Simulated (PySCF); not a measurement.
Ge(Cl)(NH2) (ClGeH2N), SMILES [NH2][Ge][Cl] (connectivity only; charge and spin as stated), neutral, multiplicity 1. Geometry optimised at B3LYP-D3(BJ)/def2-TZVP. Other conformers were not sampled.

Method: B3LYP-D3(BJ)/def2-TZVP in PySCF 2.14.0.

Harmonic wavenumbers (cm⁻¹): 208, 360, 434, 500, 684, 729, 1550, 3532, 3647. Rotational constants (GHz): 11.62, 3.636, 2.770; symmetry number 1.

Question: Work out the zero-point energy and the ideal-gas rigid-rotor harmonic-oscillator thermochemistry at 298.15 K and 1 atm.

Answer: ZPE = ½ Σ hcν = ½ × 11645 cm⁻¹ = 16.65 kcal/mol. H − E(el) = 20.04 kcal/mol. Entropy in cal/(mol K): translation 40.36, rotation 25.42, vibration 5.29, total 71.08. G − E(el) = -1.16 kcal/mol. Cp = 15.68 cal/(mol K).
